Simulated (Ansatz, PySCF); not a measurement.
Ansatz (a quantum-chemistry and plane-wave program) was given this input:
Ansatz 0.2 input:
```yaml
crystal:
  periodic: [false, false, false]
  atoms:
    - {symbol: Ag, position_ang: [-0.00000000, -0.00000000, -0.65923567]}
    - {symbol: Cl, position_ang: [0.00000000, 0.00000000, 1.82259273]}
basis:
  gaussian:
    orbitals: def2-SVP
hamiltonian:
  xc: hf
magnetization: {spin_polarized: true, initial_magnetization: 2}
accuracy: high
```

Task: Convert this to an input for PySCF.

Result: One answer among several that fit: 
```python
from pyscf import gto, scf

mol = gto.Mole()
mol.atom = '''
    Ag   -0.00000000   -0.00000000   -0.65923567
    Cl    0.00000000    0.00000000    1.82259273
'''
mol.basis = 'def2-svp'
mol.ecp = {'Ag': 'def2-svp'}
mol.spin = 2
mol.verbose = 4
mol.build()

mf = scf.UHF(mol)
mf.kernel()
```

Both were run: Ansatz gave -605.380875 Eh and PySCF -605.380875 Eh, 0.000 mEh apart.
